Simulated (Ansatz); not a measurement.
Input file for Ansatz (a program for electronic structure): R-SVWN5/def2-TZVPP on AlClH2O2 (SMILES [OH][Al]([OH])[Cl]), a point of a torsion scan.

Ansatz 0.2 input:
```yaml
crystal:
  periodic: [false, false, false]
  atoms:
    - {symbol: O, position_ang: [-0.99609527, -0.89269457, 0.21196386]}
    - {symbol: Al, position_ang: [-0.21342832, 0.51504591, 0.50189287]}
    - {symbol: O, position_ang: [-1.05076332, 1.93105775, 0.55039316]}
    - {symbol: Cl, position_ang: [1.79472712, 0.45743512, 0.81118339]}
    - {symbol: H, position_ang: [-1.47190474, -1.66968645, -0.03345244]}
    - {symbol: H, position_ang: [-1.16643013, 2.86329045, 0.65095849]}
basis:
  gaussian:
    orbitals: def2-TZVPP
hamiltonian:
  xc: {name: SVWN5}
scf: {lower_state_search: off}
```

The log:

```
WARN ansatz: RAYON_NUM_THREADS=1 ignored (pool sized by the plan → 1); use --threads N
Functional definition: SVWN5
these checks for a lower state are left out or cut short: stability, starts, cluster_reference, orbital_swaps, neighbouring_geometries, increment
integrals: 0.09 GiB planned
983 factors; their error is unknown
mean field: 0.57 GiB planned
mean field evaluation 1: about -23140.9875 eV, gradient 9.7e1 eV
mean field evaluation 2: about -23058.9432 eV, gradient 2.1e2 eV
mean field evaluation 4: about -23155.2353 eV, gradient 1.6e1 eV
mean field evaluation 8: about -23155.6984 eV, gradient 1.4e-1 eV
mean field evaluation 16: about -23155.6836 eV, gradient 7.9e-5 eV
mean field -23155.68359405 eV, -850.9556765953 hartree, gradient 8.3e-6 eV, S^2 0.000000; 0 other end points of the search recorded, 0 dependent functions left out
reference -23155.68363251 eV, -850.9556780085 hartree; 24, 24 occupied and 150, 150 virtual orbitals, 983 factors
Total energy: -23155.68363251 eV, -850.9556780085 hartree
Checks for a lower state left out: stability, starts, cluster_reference, orbital_swaps, neighbouring_geometries, increment
```

Self-consistency was reached.

Cost: around 0.8 core-seconds (rough).
